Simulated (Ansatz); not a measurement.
Conformers of `CS[Si]S`, each relaxed with PBE0-D4/def2-TZVP in Ansatz. CBS adds the triple-zeta coupled-cluster correction to the MP2 limit.

Not all of them had a frequency check.

Conformer A:

```xyz
8

C    -1.137    0.427    1.036
S     0.045   -0.646    0.174
Si    0.918    0.714   -1.197
S     2.285   -0.636   -2.158
H    -2.142    0.032    0.896
H    -0.895    0.440    2.098
H    -1.090    1.444    0.642
H     2.015   -1.774   -1.490
```

Conformer B:

```xyz
8

C     0.055    0.305   -1.055
S     0.246   -1.443   -0.635
Si    0.107   -1.825    1.454
S    -0.226    0.082    2.384
H    -0.925    0.672   -0.749
H     0.137    0.380   -2.139
H     0.845    0.902   -0.600
H    -0.239    0.927    1.339
```

Question: Which is lowest in electronic energy at CCSD(T)/CBS (frozen core, def2 sets), and by how much? (Best estimate.)

Answer: Ansatz gave: A; B lies 10.2 kJ/mol higher.

Question: Give the energies relative to A (kJ/mol) with ωB97X-V/def2-TZVPP, B2PLYP/def2-TZVPP, PBE0/def2-TZVPP, B3LYP/def2-TZVPP, SCS-MP2/def2-TZVPP, HF/def2-QZVPP, HF/CBS(def2). (Estimate.)

Answer: Ansatz gave: 
```json
{"level": "ωB97X-V/def2-TZVPP", "B": "11.5"}
{"level": "B2PLYP/def2-TZVPP", "B": "10.6"}
{"level": "PBE0/def2-TZVPP", "B": "11.8"}
{"level": "B3LYP/def2-TZVPP", "B": "10.9"}
{"level": "SCS-MP2/def2-TZVPP", "B": "10.9"}
{"level": "HF/def2-QZVPP", "B": "14.3"}
{"level": "HF/CBS(def2)", "B": "14.4"}
```

B3LYP here is the variant with VWN-RPA as its local correlation; programs differ in this.
